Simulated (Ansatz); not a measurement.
System: BH₂Se, charge 0, doublet. BH2Se (SMILES B[Se], doublet).
B3LYP-D3(BJ)/def2-TZVP minimum from Ansatz (a program for electronic structure):
```xyz
4

B      0.4282    -0.0372    -1.4615
H     -0.3018    -0.5211    -2.2694
H      1.4852     0.4183    -1.7697
Se    -0.0978     0.0085     0.3337
```
Charge 0, spin multiplicity 2.

Total energies in aug-cc-pVTZ, 11 correlated electrons, 15 frozen orbitals. UHF or UKS for unpaired electrons; spin-orbit terms are left out. Correlated methods leave the cores frozen (noble-gas shells, and filled d and f shells in the p block). No relativity.

```
method    program  energy (Eh)  minus CCSDT(Q) (mEh)
--------  -------  -----------  --------------------
HF         Ansatz  -2425.74313                278.28
MP2        Ansatz  -2425.97660                 44.81
CCSD       Ansatz  -2426.00837                 13.04
CCSD(T)    Ansatz  -2426.01959                  1.82
CCSDT(Q)   Ansatz  -2426.02142                  0.00
```

Rough core times of Ansatz's runs on a shared machine: CCSD(T) 40 s, CCSDT(Q) 80 min.
